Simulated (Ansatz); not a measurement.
`[Cl][Ga]([Br])[Br]` + HBr → `[Br][Ga]([Br])[Br]` + HCl at 400 K and 1 bar (ligand exchange at a Ga–Cl bond).

Calculated with Ansatz (gas phase, PBE0-D4/def2-TZVP geometries, no zero-point term in ΔE). CCSD(T)/CBS adds triple-zeta CCSD(T) − MP2 to the extrapolated MP2 energy (def2 sets, frozen cores). This one scheme is used for every species. For Br, Ga outer-core shells are correlated without core-valence functions, which leaves a few kJ/mol of doubt a bond. Scalar relativity is left out up to krypton.

```csv
species,CCSD(T)/CBS energy (Eh),H − E (kJ/mol),S (J/(mol·K))
`[Cl][Ga]([Br])[Br]`,-7530.52317,34.8,381.1
HBr,-2573.91920,27.6,207.2
`[Br][Ga]([Br])[Br]`,-9644.06608,34.4,383.8
HCl,-460.38127,29.6,195.4
```

H − E and S are ideal-gas, rigid-rotor, harmonic terms from PBE0-D4/def2-TZVP. 1 Eh = 2625.50 kJ/mol, R = 8.31446 J/(mol·K).

Task: By hand: ΔE, ΔH, ΔS and ΔG.

Result: ΔE = (-9644.06608) + (-460.38127) − (-7530.52317) − (-2573.91920) = -0.00498 Eh = -13.1 kJ/mol. Δ(H − E) = 34.4 + 29.6 − 34.8 − 27.6 = 1.6, so ΔH = -11.5 kJ/mol. ΔS = 383.8 + 195.4 − 381.1 − 207.2 = -9.1 J/(mol·K). ΔG = -11.5 − 400 × (-9.1)/1000 = -7.9 kJ/mol.

Task: By hand: the equilibrium constant, and the temperature at which ΔG would vanish if ΔH and ΔS stayed fixed.

Result: log₁₀ K = −ΔG/(RT ln 10) = 1.0. ΔG = 0 at ΔH/ΔS = 1264 K, though so small a ΔS makes that figure unsure.

The number of gas molecules stays the same, so ΔS is small and ΔH decides. A doubt of 5 kJ/mol in ΔE shifts log₁₀ K by 0.7 here. These are equilibria of isolated gas molecules and say nothing of rates. Largest T1 diagnostic: 0.009 (customary marks: 0.02 for closed shells, 0.045 for open ones).
